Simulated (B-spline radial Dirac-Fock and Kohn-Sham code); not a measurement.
**Binding energies of Hf³⁷⁺ at several levels of theory**

System: hafnium as Hf³⁷⁺, [Ar] 3d10 4s2 4p5.

The density-functional columns are spherical, spin-unpolarised Dirac-Kohn-Sham results without Breit or QED terms: −ε is minus the orbital energy of the initial state and ΔSCF the difference of two total energies. The reference in the last column comes from Dirac-Fock energy differences between relaxed states, corrected for Breit and QED terms. All numbers are from a radial B-spline solver, in eV; a selection of levels is shown. For the 1s level of heavy atoms much of the gap between ΔSCF and the reference is the Breit and QED part, -320.0 eV here; for other levels the error of the functional can be larger.

| level | LDA −ε | LDA ΔSCF | Dirac-Fock |
| --- | --- | --- | --- |
| K (1s) | 66734.7 | 67298.4 | 66992.0 |
| L1 (2s) | 12741.3 | 12867.4 | 12924.7 |
| L2 (2p1/2) | 12249.9 | 12404.1 | 12387.6 |
| M1 (3s) | 4085.8 | 4138.7 | 4189.1 |
| M2 (3p1/2) | 3870.8 | 3926.4 | 3956.0 |
| M4 (3d3/2) | 3248.5 | 3307.9 | 3307.2 |
| M5 (3d5/2) | 3190.5 | 3248.7 | 3250.4 |
| N1 (4s) | 1872.6 | 1900.0 | 1906.4 |
| N2,3 (4p) | 1726.2 | 1752.9 | 1748.4 |

Values without a named source are computed, but for edge energies of neutral atoms, which are taken from tables.
